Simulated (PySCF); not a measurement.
Si(H)2(OMe)2 (C2H8O2Si), SMILES CO[SiH2]OC. The structure is a stationary point at PBE-D3(BJ)/def2-SVP. One conformer was computed; it need not be the lowest.

**Question.** Give the equilibrium geometry at PBE-D3(BJ)/def2-SVP (PySCF confirms it by a frequency run) as a Z-matrix, and its point group. (An estimate is asked for; the answer gives what the named calculation found.)

**Answer.** This is not unique; one that fits is point group Cs.
```
Si
O 1 1.6740
C 2 1.4129 1 124.43
H 3 1.1100 2 109.05 1 155.66
H 3 1.1140 4 107.73 2 -121.34
H 3 1.1161 4 107.77 5 -116.16
O 1 1.6740 2 114.61 3 76.25
C 7 1.4129 1 124.43 2 -76.25
H 8 1.1100 7 109.05 1 -155.66
H 8 1.1140 9 107.73 7 121.34
H 8 1.1161 9 107.77 10 116.16
H 1 1.4889 2 105.69 3 -167.79
H 1 1.5119 12 114.88 2 -119.06
```
